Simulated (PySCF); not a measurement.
Compound: C5H8NOP.
Structure used (GFN2-xTB), in Å, numbered top down from 1:
```xyz
16
C5H8NOP angstrom
C     -1.968    0.027    1.020
P     -1.284   -0.357   -0.660
N     -1.174    1.287   -1.185
C      0.460   -0.522   -0.171
C      1.356    0.489    0.282
C      2.535   -0.140    0.517
O      2.442   -1.455    0.246
C      1.187   -1.677   -0.173
H     -1.416    0.855    1.458
H     -1.884   -0.857    1.648
H     -3.021    0.292    0.930
H     -2.105    1.661   -1.347
H     -0.672    1.337   -2.067
H      1.132    1.528    0.401
H      3.483    0.221    0.866
H      0.920   -2.680   -0.440
```

Computed at PBE0/pcSseg-1 (PySCF, non-relativistic), with Q(14N) = 0.02044 b, Q(17O) = −0.0256 b: N3, 14N (I = 1): χzz = -4.665 MHz, η = 0.077; O7, 17O (I = 5/2): χzz = -8.535 MHz, η = 0.036.

Q: Find the zero-field quadrupole resonance frequencies of 14N at N3.

A: From ν± = (3/4)|χ|(1 ± η/3) and ν0 = |χ|η/2: ν+ 3.588 MHz, ν− 3.409 MHz, ν0 0.179 MHz (nitrogen bonded to P and 2 H).

Q: Find the zero-field quadrupole resonance frequencies of 17O at O7.

A: From the eigenvalues of H = χ/[4I(2I − 1)] × [3Iz² − I(I + 1) + η(Ix² − Iy²)], steps between neighbouring levels, labelled as for η = 0: ±1/2↔±3/2 1.282 MHz, ±3/2↔±5/2 2.560 MHz (furan-type oxygen).

In a crystal, neighbours and librations shift these lines. The structure is a single GFN2-xTB conformer in the gas phase; no vibrational or solvent corrections. GFN2-xTB bond lengths can be off by several hundredths of an ångström, more for odd bonds, and the gradients follow them. The small basis limits the accuracy of the gradients.
